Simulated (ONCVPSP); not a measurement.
# Before and after: ONCV potential for Al

ONCVPSP 4.0.1 input, shortened (lines: element, Z, core and valence counts, functional; n l f; lmax; l rc ep ncon nbas qcut; lloc lpopt rc5 dvloc0; l nproj debl; icmod fcfact rcfact), LDA (Perdew-Wang 92), scalar-relativistic:

```
  Al 13.00    3    2  -001012      upf
    1    0    2.00
    2    0    2.00
    2    1    6.00
    3    0    2.00
    3    1    1.00
    2
    0    2.25    0.00    3    7    3.80
    1    2.00    0.00    4    8    3.80
    2    1.75    0.14    4    7    5.60
    4    5    1.75    4.00
    0    2    0.50
    1    2    3.30
    2    2    0.50
    3    5.00    1.70
```

Change: s: qcut 4.2; p: qcut 4.2; d: qcut 6.1.

Cutoffs: the cutoffs (Ha) at which the residual kinetic energy of the hardest occupied pseudo-wave falls to 1 and 0.1 mHa per electron; they do not see the model core or the augmentation charge, which bear on the density cutoff. Errors are all-electron minus pseudo energies relative to the spin-unpolarised reference configuration.

Q: Predict the effect on cutoff, ghosts and configuration errors.

A: The potential gets harder (5.0 Ha and 6.7 Ha → 5.5 Ha and 7.0 Ha); the errors of the 4 common tests hardly move; neither file shows a bound ghost.

| quantity | base | changed |
| --- | --- | --- |
| cutoff, loose | 5.0 Ha | 5.5 Ha |
| cutoff, tight | 6.7 Ha | 7.0 Ha |
| loose cutoff by channel | s 5.0 Ha, p 2.2 Ha | s 5.5 Ha, p 2.2 Ha |
| bound ghosts | none | none |
| GHOST(+) flags under 300 eV | none | s at 141.3 eV |
| error for 3s2 3p0, meV [ΔE 5.84 eV] | -9.3 | -9.5 |
| error for 3s1 3p0, meV [ΔE 25.21 eV] | -134 | -132 |
| error for 3s2 3p0.5, meV [ΔE 2.12 eV] | -1.4 | -1.4 |
| error for 3s1 3p1, meV [ΔE 11.66 eV] | -28 | -26 |
| s: phases at 2.28 bohr within 0.05 rad from the reference energy up to (Ha; the scan ends near 5) | 2.1 | 2.2 |
| p: phases at 2.03 bohr within 0.05 rad from the reference energy up to (Ha; the scan ends near 5) | 3.9 | 3.9 |
| d: phases at 1.77 bohr within 0.05 rad from the reference energy up to (Ha; the scan ends near 5) | 4.5 | 4.4 |
| rms error of d²Exc/dni dnj with the model core, mHa | 3.10 | 3.04 |

Base: The cutoffs count occupied waves only; projector 2 of the p channel, the hardest unoccupied one, needs 14 Ha at the loose tolerance.
